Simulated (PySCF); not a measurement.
## Ni¹⁴⁺ (nickel, charge +14) across methods

[Ne] 3s2 3p2, high-spin 3P determinant. Calculation: PySCF 2.14, in an uncontracted even-tempered set (19 s from 0.93 bohr⁻², ratio 2.5; 12 p from 1.2 bohr⁻², ratio 2.5; 5 d from 6.3 bohr⁻², ratio 2.7; 4 f from 9.5 bohr⁻², ratio 2.7); the spin-free X2C one-electron Hamiltonian (Gaussian nucleus). The B2PLYP total includes its PT2 part (frozen core); its orbital energies are those of the SCF part.

```
   method  E (hartree)  mean ε 3s α (eV)  mean ε 3s β (eV)  mean ε 3p α (eV)  Σ⟨r²⟩ (bohr²)   ⟨S²⟩
   r2SCAN    -1428.684           -487.79           -478.38           -445.68          2.300  2.002
BHandHLYP    -1428.798           -496.82           -484.98           -453.15          2.300  2.001
   B2PLYP    -1428.745           -497.24           -484.95           -453.42          2.301  2.002
      LDA    -1425.829           -484.80           -478.15           -443.88          2.299  2.000
      PBE    -1428.471           -485.47           -478.07           -444.33          2.298  2.001
      UHF  -1428.09904           -507.37           -490.18           -461.04          2.303  2.003
     PBE0    -1428.518           -491.24           -481.58           -448.79          2.298  2.001
```
